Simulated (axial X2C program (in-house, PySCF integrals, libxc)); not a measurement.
## ReC⁺: properties at the nuclei

Calculated with an in-house all-electron X2C program for linear molecules (integrals from PySCF): two-component X2C with atomic mean-field Coulomb and Gaunt terms, Gaussian nuclei, basis Re dyall-cv3z, C dyall-v3z with contracted cores.

R = 1.664 Å (near the PBE0 minimum at charge 1 of the determinant lowest at the starting distance; the state shown can have its own minimum elsewhere).

Determinant lowest in the PBE0 search, Ω = 1 (⟨Sz⟩ = 0.99, ⟨Lz⟩ = 0.01 at PBE0), spin on the atoms Re 1.51, C -0.53:

| level | Eeff magnitude (GV/cm) | Ws magnitude Re (kHz) | A∥/gI Re (MHz) | qzz Re (a.u.) | A∥/gI C (MHz) | qzz C (a.u.) |
| --- | --- | --- | --- | --- | --- | --- |
| PBE0 | 2.08 | 2.32 | 182 | -3.35 | -181 | -0.17 |
| HF | 3.89 | 2.62 | 1940 | -3.29 | -317 | -0.15 |
| r2SCAN | 6.36 | 6.47 | 1490 | -2.89 | -219 | -0.11 |
| TPSSh | 2.67 | 2.67 | 176 | -3.52 | -185 | -0.16 |
| BHandHLYP | 0.957 | 1.55 | -268 | -3.34 | -182 | -0.21 |

Determinant 0.66 eV from it at PBE0 and this distance, Ω = 2 (⟨Sz⟩ = 1.98, ⟨Lz⟩ = 0.02 at PBE0), spin on the atoms Re 1.76, C 0.22:

```csv
level,Eeff magnitude (GV/cm),Ws magnitude Re (kHz),A∥/gI Re (MHz),qzz Re (a.u.),A∥/gI C (MHz),qzz C (a.u.)
PBE0,7,2.83,4540,-1.18,111,0.05
HF,1.08,0.448,4110,-1.14,80.7,0.07
r2SCAN,11.3,5.25,4720,-1.19,120,0.05
TPSSh,6.76,2.72,4530,-1.25,115,0.07
BHandHLYP,2.56,0.389,4520,-1.36,107,-0.02
```

Eeff is the effective electric field on the electron electric dipole moment in this Ω state and Ws the scalar–pseudoscalar constant of the nucleus named (defined with the proton number Z and per Ω); A∥ (defined per Ω) follows by multiplying with gI = μI/(I μN); qzz is the electric field gradient, eQq0 = 234.96 MHz × Q/barn × qzz. The operators were transformed with the bare-nucleus X2C matrices; with these basis sets, hyperfine constants and field gradients can be off by tens of per cent, and where levels differ in sign neither size nor sign is settled.

(1) With Q(187Re) = 2.07 barn, gI(13C) = 1.4048 (g factors from the IAEA table of nuclear moments by Stone; Q from Pyykkö, Mol. Phys. 2018), turn the PBE0 values of the first state into constants in MHz.

Each state is one determinant with collinear spin, which with several unpaired electrons need not be a pure state. Unrestricted Hartree–Fock can overshoot spin polarisation at the nuclei. In the state Ω = 1 the sign of Eeff differs between levels (HF against PBE0). With several open shells hyperfine constants can be off by a factor of several. Where Eeff spreads by more than a factor of two the levels disagree and none is to be relied on. In the state Ω = 1 the atomic spins oppose each other (1.51, -0.53): a broken-symmetry determinant whose values are not spin-projected. Open-shell Ω = 0 determinants with evenly filled partner blocks cannot be reached by this program, so the Ω shown need not be the lowest component. The search compared states at one distance, so a state with another bond length can lie lower. The sign of Ws at Re differs between levels in the first state. The sign of Ws at Re differs between levels in the second state. Further determinants of the search, some of them spin-mixed, are not shown. Where a field gradient or hyperfine factor spreads by more than a factor of two over the levels, a constant derived from it is not to be relied on. PBE0 term energies can be off by some tenths of an eV.

Answers

(1) eQq0(187Re) = 234.96 × (2.07) × (-3.35) = -1630 MHz; A∥(13C) = -181 × 1.4048 = -254 MHz.
